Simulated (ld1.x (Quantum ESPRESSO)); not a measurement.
# Varying the TM potential for Rh

Base potential:

- Element: rhodium (Rh)
- Generator: ld1.x (Quantum ESPRESSO) 7.5
- Type: norm-conserving Troullier–Martins (Kleinman–Bylander form)
- Functional: LDA (PZ)
- Relativity: scalar-relativistic
- Frozen core: [Ar] 3d10
- Valence charge: 17
- Reference configuration: 4s2 4p6 4d8 5s0 5p0 (charge +1)
- Partial waves: 4p (bound): rc 1.55 bohr; 4d (bound): rc 1.80 bohr; 4s (bound): rc 1.05 bohr
- Local potential: the s channel
- Core correction: a·sin(br)/r model core, default radius (core density twice the valence density)

All-electron outer shells of the reference configuration (LDA (PZ), scalar-relativistic, ld1.x):

```csv
shell,level (eV),outermost node (bohr),outermost maximum (bohr)
3d,-308.65,–,0.29
4s,-90.31,0.47,0.88
4p,-58.32,0.47,0.94
4d,-13.85,0.46,1.15
5s,-11.12,1.19,2.51
5p,-6.34,1.34,3.14
```

Cutoffs, loose and tight: the cutoffs (Ry, on a coarse ladder) from which the occupation-weighted sum of valence levels, in a spherical-Bessel basis at the reference potential, stays within 10 and 1 mRy of its value at 400 Ry. They do not see the model core or the augmentation charge, which bear on the density cutoff. Test errors are all-electron minus pseudo excitation energies from the reference, over the configurations 4s2 4p6 4d8 5s1 5p0; 4s2 4p6 4d7 5s0 5p0; 4s2 4p6 4d6 5s0 5p0; 4s2 4p5 4d8 5s1 5p0; 4s2 4p6 4d5 5s0 5p0; 4s2 4p6 4d8.5 5s0.5 5p0; 4s2 4p6 4d7 5s2 5p0 (two spin-polarised tests are not counted in the largest error). A dash means not determined; rows that change the core or the reference have their own tests.

A true bound ghost makes a file unfit for plane-wave use even where its test errors are small: the radial tests pick states by their node count and pass the ghost by.

| change | outcome | cutoff, loose | cutoff, tight | bound ghosts | largest test error (meV) |
| --- | --- | --- | --- | --- | --- |
| base | generated | 120 Ry | 230 Ry | none | +207 |
| wave 4d (bound): rc 1.80 bohr becomes 4d (bound): rc 1.20 bohr | generated | 120 Ry | 230 Ry | none | +207 |
| wave 4d (bound): rc 1.80 bohr becomes 4d (bound): rc 1.54 bohr | generated | 120 Ry | 230 Ry | none | +206 |
| wave 4d (bound): rc 1.80 bohr becomes 4d (bound): rc 1.86 bohr | generated | 120 Ry | 230 Ry | none | +208 |
| wave 4d (bound): rc 1.80 bohr becomes 4d (bound): rc 2.06 bohr | generated | 120 Ry | 230 Ry | none | +211 |

Q: What comes out with this change to the base: wave 4d (bound): rc 1.80 bohr becomes 4d (bound): rc 2.42 bohr?

A: outcome: generated; cutoff, loose: 120 Ry; cutoff, tight: 230 Ry; bound ghosts: none; largest test error (meV): +262.

Q: What comes out with this change to the base: wave 4d (bound): rc 1.80 bohr becomes 4d (bound): rc 2.70 bohr?

A: outcome: generated; cutoff, loose: 120 Ry; cutoff, tight: 230 Ry; bound ghosts: s (extra level of the local part); largest test error (meV): +538.

Reading the sweep of the d radius (base included, trends over the rows without a ghost): The loose cutoff stays near 120 Ry. The median size of the test errors (rows with all tests solved) stays near 57.0 meV. Bound ghosts are found at 2.7 bohr.
